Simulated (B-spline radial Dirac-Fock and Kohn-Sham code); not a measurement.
**How the binding energies of Cl⁵⁺ add up**

System: chlorine as Cl⁵⁺, configuration 1s2 2s2 2p6 3s2, inside a Watson sphere of charge -5 and radius 2.4 Å (a model of the Madelung potential; inside it an electron's potential energy is raised by 30.0 eV); nuclear rms radius 3.3654 fm (A = 35).

Input file task.json (cfg lists n, l and occupation; rrms is the nuclear radius in fm):

```json
{"items": [{
  "Z": 17,
  "q": 5,
  "cfg": [[1, 0, 2], [2, 0, 2], [2, 1, 6], [3, 0, 2]],
  "A": 35,
  "rrms": 3.3654,
  "watson": [-5, 2.4],
  "do": ["binding"]
}]}
```

Command: `python xray_run.py task.json out`

Calculated with a B-spline atomic structure program, using Dirac-Fock ΔSCF + Breit + QED. Correlation energy is missing from these numbers. Energies are counted from the vacuum level.

All terms are in eV, carry their sign (relaxation lowers the binding energy) and add up to the binding energy; ⟨r⟩ is the mean radius of the orbital in the initial state.

| subshell | −ε (Koopmans) | relaxation | Breit | self-energy | vacuum polarisation | binding energy | ⟨r⟩ (bohr) |
| --- | --- | --- | --- | --- | --- | --- | --- |
| K (1s) | 2923.4 | -23.06 | -1.94 | -0.88 | 0.06 | 2897.6 | 0.091 |
| L1 (2s) | 344.7 | -3.64 | -0.10 | -0.07 | 0.00 | 340.9 | 0.437 |
| L2 (2p1/2) | 274.9 | -4.66 | -0.17 | 0.02 | 0.00 | 270.1 | 0.401 |
| L3 (2p3/2) | 273.1 | -4.61 | -0.10 | 0.01 | 0.00 | 268.4 | 0.403 |
| M1 (3s) | 65.17 | -0.18 | -0.01 | -0.01 | 0.00 | 64.96 | 1.323 |

For the deepest level, K (1s), the Breit terms make up -0.067 % of the binding energy, QED -0.028 % and orbital relaxation -0.796 %.
